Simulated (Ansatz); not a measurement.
`[SiH3][SiH2]B1C[SiH2]1`, relaxed with RKS PBE-D4/def2-SVP in the Gaussian-basis code of Ansatz from a rough embedded geometry. The force threshold is 0.03 eV/Å; the program also tests the step.

Total charge 0; spin multiplicity 1.

Start:

```xyz
14

Si   -1.975    0.457    1.550
Si    0.219    0.257    1.457
B     0.683   -0.016   -0.381
C     0.769    0.351   -1.918
Si    1.530   -1.173   -1.881
H    -2.642   -0.747    1.134
H    -2.355    0.690    3.005
H    -2.391    1.596    0.795
H     0.848    1.443    1.947
H     0.637   -0.912    2.263
H     1.372    1.262   -2.090
H    -0.287    0.394   -2.375
H     0.665   -2.357   -1.933
H     2.927   -1.245   -1.575
```

How much energy does the relaxation release, and in how many steps? (Estimate.)

Ansatz gave: 1.47 eV, in 24 steps.

Which bonds change most? (Best estimate.)

Computed: C4–Si5 from 1.704 to 2.088 Å; Si1–Si2 from 2.206 to 2.362 Å; B3–Si5 from 2.075 to 1.923 Å; B3–C4 from 1.582 to 1.497 Å.

Give the relaxed structure. (An estimate is asked.)

Ansatz gave: 
```xyz
14

Si   -2.089    0.343    1.830
Si    0.215    0.443    1.318
B     0.386   -0.049   -0.600
C     0.933    0.594   -1.836
Si    1.227   -1.460   -1.600
H    -2.623   -1.042    1.566
H    -2.329    0.680    3.279
H    -2.859    1.319    0.979
H     0.696    1.838    1.646
H     0.916   -0.528    2.235
H     1.525    1.530   -1.812
H     0.618    0.354   -2.873
H     0.855   -1.939   -2.972
H     2.528   -2.083   -1.161
```
